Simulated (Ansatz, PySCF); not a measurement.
Molecule: sum formula AlOF (charge 0, singlet). SMILES: [O]=[Al][F]
Geometry from a B3LYP-D3(BJ)/def2-TZVP (Ansatz, a program for electronic structure) optimisation:
```xyz
3

Al     0.0000     0.0000    -0.0650
O      0.0000     0.0000    -1.6623
F      0.0000     0.0000     1.5714
```
Charge 0, spin multiplicity 1.

Wanted: vertical ionisation energy (to the doublet state of charge +1; each state is the SCF solution reached for its spin), in eV. Valence correlation only, unless marked. UHF or UKS for open shells. No spin-orbit coupling. No relativistic terms. 

| level | program | vertical ionisation energy (eV) |
|---|---|---|
| PBE/def2-TZVPD | Ansatz | 10.76 |
| B3LYP/def2-TZVPD | Ansatz | 10.59 |
| wB97M-V/def2-TZVPD | Ansatz | 10.42 |
| CCSD/aug-cc-pV(D+d)Z | Ansatz | 10.30 |
| CCSD/aug-cc-pV(T+d)Z | Ansatz | 10.30 |
| CCSD(T)/aug-cc-pV(D+d)Z | Ansatz | 10.49 |

For comparison, minus the highest occupied orbital energy (PySCF): 9.67 eV at M06-2X/def2-TZVPD, 6.68 eV at M06-L/def2-TZVPD, 11.50 eV at HF/def2-TZVPD.
